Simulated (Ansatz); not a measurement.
Reaction: NCO (SMILES [N]=C=O, doublet) → NCO- (SMILES C(=O)=[N-]) (an electron is taken up)
Each species at its own B3LYP-D3(BJ)/def2-TZVP minimum (Ansatz, an electronic-structure program).

Total energies in hartree (Ansatz). Radicals and triplets start from unrestricted determinants; spin-orbit coupling is neglected. Cores are frozen in correlated methods. No relativity. The UHF reference of CNO ([N]=C=O, doublet) is spin-contaminated (<S^2> up to 0.10 over the pure value in the sets run).

```csv
species,HF/aug-cc-pVTZ,CCSD(T)/aug-cc-pVTZ,HF/aug-cc-pVQZ,CCSD(T)/aug-cc-pVQZ,CCSD(T)/aug-cc-pVDZ,CCSDT(Q)/aug-cc-pVDZ
"1: NCO (SMILES C(=O)=[N], doublet)",-167.19266,-167.76207,-167.20314,-167.80317,-167.62745,-167.63074
2: NCO- (SMILES C(=O)=[N-]),-167.27401,-167.89318,-167.28421,-167.93624,-167.75326,-167.75558
```

Work out the adiabatic electron affinity (electronic), positive where energy is released in eV: take Hartree-Fock from aug-cc-pVQZ, extrapolate the CCSD(T) correlation energy as X^-3 (X = 3, 4), and add CCSDT(Q) - CCSD(T) in aug-cc-pVDZ. 1 hartree = 27.211 eV.


Species 1: correlation (64·(-0.60003) - 27·(-0.56941))/37 = -0.62237; step -0.00329; E1 = -167.20314 + (-0.62237) + (-0.00329) = -167.82880
Species 2: correlation (64·(-0.65203) - 27·(-0.61917))/37 = -0.67601; step -0.00232; E2 = -167.28421 + (-0.67601) + (-0.00232) = -167.96254
+1·E1 -1·E2 = 0.13374 hartree = 3.64 eV.
